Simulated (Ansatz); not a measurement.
Steps of a relaxation of ClFH5NO2Si2 (`O[Si](O)(F)N[SiH2]Cl`) with RKS PBE0-D4/def2-TZVP.

```sh
$ ansatz run in.yaml --threads 2 --pin off --events-out ev --progress --plain --max-ram 22528MiB --backend cuda --devices 0, --max-vram 18GiB
```

```yaml
crystal:
  periodic: [false, false, false]
  atoms:
    - {symbol: O, position_ang: [-0.344430, 0.009070, -2.492500]}
    - {symbol: Si, position_ang: [-0.325490, -0.504180, -0.970820]}
    - {symbol: O, position_ang: [0.678370, -1.745460, -0.780840]}
    - {symbol: F, position_ang: [-1.802140, -1.018680, -0.564710]}
    - {symbol: N, position_ang: [0.053370, 0.873760, -0.007250]}
    - {symbol: Si, position_ang: [0.184010, 0.951970, 1.706330]}
    - {symbol: Cl, position_ang: [1.179760, -0.694650, 2.289190]}
    - {symbol: H, position_ang: [-0.372780, -0.630090, -3.198760]}
    - {symbol: H, position_ang: [0.920270, -2.042620, 0.095080]}
    - {symbol: H, position_ang: [-0.053130, 1.751410, -0.484850]}
    - {symbol: H, position_ang: [0.982520, 2.133910, 2.008000]}
    - {symbol: H, position_ang: [-1.100340, 0.915570, 2.401140]}
basis:
  gaussian: {orbitals: def2-TZVP}
hamiltonian: {xc: pbe0, dispersion: d4}
relax: {f_tol: 0.005, max_steps: 150}
```

Positions (Å) and forces (eV/Å) along the path, 10 of 22 steps:

```xyz
12
step=1 energy=-36653.8178 eV
O    -0.344    0.009   -2.493    0.077    0.224   -0.286
Si   -0.325   -0.504   -0.971   -0.807    0.387    0.810
O     0.678   -1.745   -0.781    0.234   -0.275   -0.239
F    -1.802   -1.019   -0.565    0.553    0.133   -0.127
N     0.053    0.874   -0.007   -0.195   -0.683    0.080
Si    0.184    0.952    1.706   -0.285    0.528   -1.068
Cl    1.180   -0.695    2.289    0.531   -0.871    0.488
H    -0.373   -0.630   -3.199   -0.018   -0.144   -0.198
H     0.920   -2.043    0.095    0.004    0.009    0.117
H    -0.053    1.751   -0.485    0.051    0.252   -0.139
H     0.983    2.134    2.008    0.133    0.374    0.291
H    -1.100    0.916    2.401   -0.279    0.065    0.273
12
step=4 energy=-36653.9101 eV
O    -0.380    0.023   -2.499    0.014   -0.009    0.019
Si   -0.354   -0.517   -0.971    0.054   -0.035   -0.078
O     0.686   -1.753   -0.834    0.018   -0.032   -0.063
F    -1.792   -1.059   -0.559   -0.055   -0.029    0.058
N     0.026    0.835    0.001   -0.078    0.369   -0.139
Si    0.167    0.974    1.697    0.025   -0.066    0.120
Cl    1.181   -0.699    2.382   -0.032    0.056    0.012
H    -0.407   -0.610   -3.218    0.008    0.010    0.044
H     0.955   -2.048    0.039   -0.025    0.053   -0.009
H     0.082    1.712   -0.513    0.057   -0.272    0.120
H     0.954    2.184    2.041   -0.041   -0.046   -0.047
H    -1.120    0.958    2.433    0.054    0.003   -0.037
12
step=5 energy=-36653.9198 eV
O    -0.405    0.029   -2.494   -0.002   -0.016    0.035
Si   -0.358   -0.520   -0.969    0.030   -0.047   -0.098
O     0.693   -1.752   -0.863   -0.009    0.009   -0.061
F    -1.785   -1.076   -0.535    0.002    0.000    0.054
N     0.024    0.831    0.004   -0.068    0.252   -0.085
Si    0.155    0.977    1.700    0.019   -0.032    0.107
Cl    1.164   -0.680    2.419    0.002   -0.015   -0.003
H    -0.422   -0.602   -3.215    0.014    0.008    0.039
H     0.972   -2.052    0.004   -0.011    0.028    0.020
H     0.156    1.692   -0.518    0.047   -0.187    0.077
H     0.941    2.187    2.038   -0.031   -0.007   -0.048
H    -1.134    0.964    2.429    0.008    0.008   -0.038
12
step=6 energy=-36653.9302 eV
O    -0.469    0.041   -2.479   -0.032   -0.069    0.020
Si   -0.370   -0.521   -0.961    0.004   -0.092   -0.086
O     0.708   -1.738   -0.918   -0.053    0.073   -0.047
F    -1.766   -1.110   -0.466    0.085    0.060    0.029
N     0.010    0.828    0.013    0.232    0.761   -0.491
Si    0.128    0.978    1.710   -0.031    0.037   -0.003
Cl    1.131   -0.666    2.464    0.021   -0.022    0.023
H    -0.447   -0.588   -3.202    0.023    0.022    0.038
H     1.008   -2.047   -0.061   -0.006    0.005    0.018
H     0.343    1.644   -0.526   -0.245   -0.748    0.481
H     0.900    2.202    2.019    0.019   -0.003    0.018
H    -1.174    0.978    2.406   -0.018   -0.024    0.001
12
step=7 energy=-36653.9615 eV
O    -0.591    0.019   -2.486    0.025    0.015    0.105
Si   -0.374   -0.502   -0.965   -0.074   -0.099   -0.117
O     0.719   -1.706   -1.015    0.024   -0.003    0.087
F    -1.712   -1.094   -0.345   -0.021   -0.001    0.064
N     0.033    0.837    0.008    0.011    0.113    0.129
Si    0.098    0.989    1.715   -0.057   -0.090   -0.050
Cl    1.126   -0.611    2.539   -0.027    0.017   -0.029
H    -0.422   -0.610   -3.189    0.009    0.005   -0.007
H     0.989   -2.087   -0.175    0.008    0.013   -0.078
H     0.524    1.575   -0.476    0.073    0.014   -0.094
H     0.841    2.224    2.032    0.018    0.043    0.017
H    -1.233    0.964    2.357    0.012   -0.028   -0.027
12
step=8 energy=-36653.9731 eV
O    -0.640    0.028   -2.466    0.025   -0.070   -0.004
Si   -0.381   -0.497   -0.956   -0.018    0.006    0.104
O     0.719   -1.693   -1.035   -0.016   -0.011   -0.122
F    -1.695   -1.082   -0.278    0.037    0.037    0.004
N     0.063    0.849   -0.002   -0.039   -0.022    0.027
Si    0.076    0.989    1.705    0.063    0.091   -0.022
Cl    1.128   -0.578    2.559   -0.016   -0.005    0.000
H    -0.448   -0.591   -3.172   -0.016    0.015   -0.028
H     1.006   -2.107   -0.220    0.000    0.011    0.044
H     0.662    1.508   -0.479    0.014    0.013    0.003
H     0.784    2.246    2.040   -0.028   -0.034    0.032
H    -1.272    0.927    2.303   -0.006   -0.030   -0.037
12
step=13 energy=-36653.9834 eV
O    -0.708    0.023   -2.441    0.009    0.001   -0.014
Si   -0.354   -0.483   -0.945    0.002    0.018    0.005
O     0.710   -1.705   -1.102   -0.002   -0.002    0.013
F    -1.631   -1.026   -0.166    0.011   -0.005   -0.012
N     0.167    0.849   -0.011    0.026   -0.002   -0.024
Si    0.058    0.996    1.693   -0.013    0.005    0.013
Cl    1.108   -0.524    2.633   -0.009    0.020   -0.007
H    -0.568   -0.598   -3.158   -0.012    0.005    0.016
H     1.030   -2.122   -0.300    0.002    0.007   -0.015
H     0.845    1.452   -0.460   -0.039   -0.043    0.038
H     0.678    2.277    2.097    0.005   -0.007   -0.004
H    -1.335    0.861    2.160    0.021    0.004   -0.009
12
step=18 energy=-36653.9862 eV
O    -0.750    0.055   -2.405    0.002    0.003    0.004
Si   -0.329   -0.500   -0.943    0.018   -0.008    0.000
O     0.733   -1.709   -1.192   -0.004    0.002   -0.005
F    -1.568   -1.077   -0.130   -0.011    0.004   -0.003
N     0.230    0.797    0.012   -0.004    0.005    0.013
Si    0.038    1.016    1.701    0.005   -0.001    0.002
Cl    1.042   -0.446    2.768   -0.002    0.002   -0.001
H    -0.680   -0.553   -3.142   -0.005   -0.007    0.001
H     1.072   -2.170   -0.423    0.003   -0.002   -0.004
H     0.947    1.369   -0.414    0.000    0.001   -0.005
H     0.642    2.314    2.070   -0.002    0.002    0.001
H    -1.377    0.905    2.100   -0.002    0.000   -0.002
12
step=21 energy=-36653.9865 eV
O    -0.760    0.071   -2.386   -0.002   -0.005   -0.011
Si   -0.315   -0.508   -0.942    0.003   -0.001   -0.002
O     0.740   -1.714   -1.232   -0.003    0.001    0.011
F    -1.543   -1.094   -0.119    0.000   -0.002    0.002
N     0.263    0.773    0.024    0.003    0.003    0.004
Si    0.031    1.024    1.704   -0.001    0.002   -0.004
Cl    1.019   -0.406    2.827   -0.007    0.006   -0.004
H    -0.736   -0.535   -3.129    0.002    0.006    0.010
H     1.086   -2.198   -0.480   -0.001    0.002   -0.007
H     0.991    1.336   -0.395   -0.001   -0.004   -0.001
H     0.618    2.334    2.059    0.002   -0.001    0.001
H    -1.393    0.916    2.068    0.004   -0.007    0.001
12
step=22 energy=-36653.9865 eV
O    -0.760    0.071   -2.387    0.000    0.000    0.002
Si   -0.315   -0.507   -0.941    0.001    0.002   -0.003
O     0.739   -1.713   -1.230   -0.004    0.003    0.004
F    -1.545   -1.092   -0.118    0.002    0.000   -0.001
N     0.263    0.775    0.023    0.001   -0.001    0.003
Si    0.032    1.024    1.703   -0.004    0.000   -0.002
Cl    1.020   -0.407    2.825    0.000    0.002   -0.001
H    -0.733   -0.535   -3.129    0.001   -0.001    0.000
H     1.085   -2.197   -0.478    0.001   -0.001   -0.001
H     0.991    1.336   -0.397   -0.001   -0.002    0.000
H     0.617    2.334    2.060    0.001   -0.002    0.001
H    -1.392    0.912    2.068    0.003   -0.001    0.000
```

It took 62 s on 2 threads of an AMD EPYC 7R13 on a shared host and a share of an NVIDIA H100 80 GB, with 0.96 GiB of host memory at the peak.
